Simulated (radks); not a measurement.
Effect of the nuclear size on neutral selenium, [Ar] 3d10 4s2 4p4. Calculated with a radial shooting solver on a logarithmic mesh with Libxc functionals: Dirac Kohn-Sham, relativistic LDA (MacDonald-Vosko exchange, VWN5 correlation), spin-unpolarised, spherical densities, finite nucleus; open shells fill j = l - 1/2 first; Fermi nuclear charge, rms radius 4.14 fm. The rms radius is varied about that value; shifts are against it.

| rms radius (fm) | total energy shift (eV) | density at nucleus (e/bohr^3) | 1s1/2 shift (meV) | 2s1/2 shift (meV) | 3p1/2 shift (meV) | 4s1/2 shift (meV) |
|---|---|---|---|---|---|---|
| 3.4486 | -0.142 | 3.988e+04 | -59.9 | -5.96 | 0.089 | -0.088 |
| 3.8543 | -0.0615 | 3.956e+04 | -26.0 | -2.59 | 0.038 | -0.038 |
| 4.14 | 0 | 3.936e+04 | 0.000 | 0.000 | 0.000 | 0.000 |
| 4.5416 | 0.0933 | 3.91e+04 | 39.4 | 3.93 | -0.058 | 0.058 |
| 5.0053 | 0.211 | 3.883e+04 | 89.2 | 8.88 | -0.132 | 0.130 |

Slopes of the eigenvalues against <r^2> in GHz/fm^2, as finite differences over the two radii next to the reference (eigenvalue slopes, not the field-shift constants of lines): 1s1/2 2740, 2s1/2 273, 3p1/2 -4.06, 4s1/2 4.01.
